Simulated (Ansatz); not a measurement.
Ansatz (a first-principles code) input (B3LYP/def2-TZVPD):

Ansatz 0.2 input:
```yaml
crystal:
  periodic: [false, false, false]
  atoms:
    - {symbol: Pb, position_ang: [-0.00000000, -0.00000000, -0.17080970]}
    - {symbol: O, position_ang: [0.00000000, 0.00000000, 1.75079948]}
basis:
  gaussian:
    orbitals: def2-TZVPD
hamiltonian:
  xc: {name: B3LYP}
total_charge: 1
magnetization: {spin_polarized: true, initial_magnetization: 1}
```

Output:

```
Functional definition: B3LYP
integrals: 0.02 GiB planned
655 factors; their error is unknown
mean field: 0.31 GiB planned
mean field evaluation 1: about -7247.0590 eV, gradient 1.0e2 eV
mean field evaluation 2: about -6949.4148 eV, gradient 1.9e2 eV
mean field evaluation 4: about -7285.6467 eV, gradient 2.7e1 eV
mean field evaluation 8: about -7288.1783 eV, gradient 2.0e-1 eV
mean field evaluation 16: about -7288.2146 eV, gradient 5.2e-5 eV
mean field evaluation 32: about -7288.3651 eV, gradient 3.5e-3 eV
mean field -7288.36502631 eV, -267.8424744856 hartree, gradient 6.3e-6 eV, S^2 0.755650; 4 other end points of the search recorded, 0 dependent functions left out
reference -7288.36522784 eV, -267.8424818918 hartree; 15, 14 occupied and 81, 82 virtual orbitals, 655 factors
Total energy: -7288.36522784 eV, -267.8424818918 hartree
```

This state (charge 1, doublet) is run at the relaxed geometry of the species with charge 0 and multiplicity 1.
